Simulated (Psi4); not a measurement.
Ca, singlet; PBE0/def2-QZVP run with Psi4.

Psi4 was given this input:
```
memory 2 GB

molecule {
0 1
Ca    0.00000000    0.00000000    0.00000000
}

set {
  basis def2-qzvp
}

energy('pbe0')
print_variables()
```

It wrote (shortened):

```
   => Loading Basis Set <=

    Name: DEF2-QZVP
    Role: ORBITAL
    Keyword: BASIS

         ---------------------------------------------------------
                                   SCF
               by Justin Turney, Rob Parrish, Andy Simmonett
                          and Daniel G. A. Smith
                              RKS Reference
         ---------------------------------------------------------

  ==> Geometry <==

    Molecular point group: d2h
    Geometry (in Angstrom), charge = 0, multiplicity = 1:

       Center              X                  Y                   Z               Mass
    ------------   -----------------  -----------------  -----------------  -----------------
         CA           0.000000000000     0.000000000000     0.000000000000    39.962590863000

  Running in d2h symmetry.

  Rotational constants: A = ************  B = ************  C = ************ [cm^-1]
  Rotational constants: A = ************  B = ************  C = ************ [MHz]
  Nuclear repulsion =    0.000000000000000

  Charge       = 0
  Multiplicity = 1
  Electrons    = 20
  Nalpha       = 10
  Nbeta        = 10

  ==> Algorithm <==

  SCF Algorithm Type is DF.
  DIIS enabled.
  MOM disabled.
  Fractional occupation disabled.
  Guess Type is CORE.
  Energy threshold   = 1.00e-06
  Density threshold  = 1.00e-06
  Integral threshold = 1.00e-12

  ==> Primary Basis <==

  Basis Set: DEF2-QZVP
    Blend: DEF2-QZVP
    Number of shells: 22
    Number of basis functions: 56
    Number of Cartesian functions: 63
    Spherical Harmonics?: true
    Max angular momentum: 3

  ==> DFT Potential <==

   => LibXC <=

    Version 7.1.2
    S. Lehtola, C. Steigemann, M. J. T. Oliveira, and M. A. L. Marques,  SoftwareX 7, 1–5 (2018) (10.1016/j.softx.2017.11.002)

   => Composite Functional: PBE0 <=

    PBE0 Hyb-GGA Exchange-Correlation Functional

    C. Adamo and V. Barone,  J. Chem. Phys. 110, 6158 (1999) (10.1063/1.478522)
    M. Ernzerhof and G. E. Scuseria,  J. Chem. Phys. 110, 5029 (1999) (10.1063/1.478401)

    Deriv               =              1
    GGA                 =           TRUE
    Meta                =          FALSE

    Exchange Hybrid     =           TRUE
    MP2 Hybrid          =          FALSE

   => Exchange Functionals <=

    0.7500   Perdew, Burke & Ernzerhof

   => Exact (HF) Exchange <=

    0.2500               HF

   => Correlation Functionals <=

    1.0000   Perdew, Burke & Ernzerhof

   => LibXC Density Thresholds  <==

    XC_HYB_GGA_XC_PBEH:  1.00E-15

   => Molecular Quadrature <=

    Radial Scheme          =       TREUTLER
    Pruning Scheme         =           NONE
    Nuclear Scheme         =       TREUTLER

    Blocking Scheme        =         OCTREE
    BS radius alpha        =              1
    Pruning alpha          =              1
    Radial Points          =             75
    Spherical Points       =            302
    Total Points           =          21436
    Total Blocks           =            248
    Max Points             =            251
    Max Functions          =             56
    Weights Tolerance      =       1.00E-15

   => Loading Basis Set <=

    Name: (DEF2-QZVP AUX)
    Role: JKFIT
    Keyword: DF_BASIS_SCF

  ==> Integral Setup <==

  SCF_SUBTYPE=INCORE selected. In-core MEM_DF algorithm will be used.
  Using in-core AOs.

  ==> MemDFJK: Density-Fitted J/K Matrices <==

    J tasked:                   Yes
    K tasked:                   Yes
    wK tasked:                   No
    Algorithm:                 Core
    Schwarz Cutoff:           1E-12
    Mask sparsity (%):       0.0000
    Fitting Condition:        1E-10

   => Auxiliary Basis Set <=

  Basis Set: (DEF2-QZVP AUX)
    Blend: DEF2-UNIVERSAL-JKFIT
    Number of shells: 44
    Number of basis functions: 160
    Number of Cartesian functions: 203
    Spherical Harmonics?: true
    Max angular momentum: 4

  Minimum eigenvalue in the overlap matrix is 1.2050780070E-03.
[...]
   -------------------------------------------------------

  ==> Iterations <==

                           Total Energy        Delta E     RMS |[F,P]|

    Occupation by irrep:
             Ag   B1g   B2g   B3g    Au   B1u   B2u   B3u
    DOCC [     4,    0,    0,    0,    0,    2,    2,    2 ]
    NA   [     4,    0,    0,    0,    0,    2,    2,    2 ]
    NB   [     4,    0,    0,    0,    0,    2,    2,    2 ]

   @DF-RKS iter   1:  -644.59960761055686   -6.44600e+02   6.68143e-01 ADIIS
    Occupation by irrep:
             Ag   B1g   B2g   B3g    Au   B1u   B2u   B3u
    DOCC [     3,    0,    1,    0,    0,    2,    2,    2 ]
    NA   [     3,    0,    1,    0,    0,    2,    2,    2 ]
    NB   [     3,    0,    1,    0,    0,    2,    2,    2 ]

   @DF-RKS iter   2:  -653.66112603263582   -9.06152e+00   2.13099e-01 ADIIS
    Occupation by irrep:
             Ag   B1g   B2g   B3g    Au   B1u   B2u   B3u
    DOCC [     4,    0,    0,    0,    0,    2,    2,    2 ]
    NA   [     4,    0,    0,    0,    0,    2,    2,    2 ]
    NB   [     4,    0,    0,    0,    0,    2,    2,    2 ]

   @DF-RKS iter   3:  -675.91299553220460   -2.22519e+01   6.04508e-02 DIIS/ADIIS
   @DF-RKS iter   4:  -676.56936003294356   -6.56365e-01   5.55946e-02 DIIS/ADIIS
   @DF-RKS iter   5:  -677.36988592042655   -8.00526e-01   6.76511e-03 DIIS/ADIIS
   @DF-RKS iter   6:  -677.38891046509559   -1.90245e-02   1.19515e-03 DIIS/ADIIS
   @DF-RKS iter   7:  -677.38927287176341   -3.62407e-04   6.37598e-05 DIIS
   @DF-RKS iter   8:  -677.38927592461425   -3.05285e-06   9.11585e-06 DIIS
   @DF-RKS iter   9:  -677.38927600595002   -8.13358e-08   1.03386e-06 DIIS
   @DF-RKS iter  10:  -677.38927600977956   -3.82954e-09   2.70885e-07 DIIS
  Energy and wave function converged.

  ==> Post-Iterations <==

   Electrons on quadrature grid:
      Ntotal   =   20.0000003931 ; deviation = 3.931e-07

    Orbital Energies [Eh]
    ---------------------

    Doubly Occupied:

[...]
       4Ag    -0.158621

    Virtual:

[...]
      19Ag   410.116326

    Final Occupation by Irrep:
             Ag   B1g   B2g   B3g    Au   B1u   B2u   B3u
    DOCC [     4,    0,    0,    0,    0,    2,    2,    2 ]
    NA   [     4,    0,    0,    0,    0,    2,    2,    2 ]
    NB   [     4,    0,    0,    0,    0,    2,    2,    2 ]

  @DF-RKS Final Energy:  -677.38927600977956

   => Energetics <=

    Nuclear Repulsion Energy =              0.0000000000000000
    One-Electron Energy =                -926.7303915105203487
    Two-Electron Energy =                 276.3740195285728305
    DFT Exchange-Correlation Energy =     -27.0329040278320107
    Empirical Dispersion Energy =           0.0000000000000000
    VV10 Nonlocal Energy =                  0.0000000000000000
    Total Energy =                       -677.3892760097795644

Computation Completed

Properties will be evaluated at   0.000000,   0.000000,   0.000000 [a0]

Properties computed using the SCF density matrix

 Multipole Moments:

 ------------------------------------------------------------------------------------
     Multipole            Electronic (a.u.)      Nuclear  (a.u.)        Total (a.u.)
 ------------------------------------------------------------------------------------

 L = 1.  Multiply by 2.5417464519 to convert [e a0] to [Debye]
 Dipole X            :          0.0000000            0.0000000            0.0000000
 Dipole Y            :          0.0000000            0.0000000            0.0000000
 Dipole Z            :          0.0000000            0.0000000            0.0000000
 Magnitude           :                                                    0.0000000

 ------------------------------------------------------------------------------------

  Variable Map:
  ----------------------------------------------------------------------------
[...]
  Array Variable Map:
  ----------------------------------------------------------------------------
[...]
[...]
```
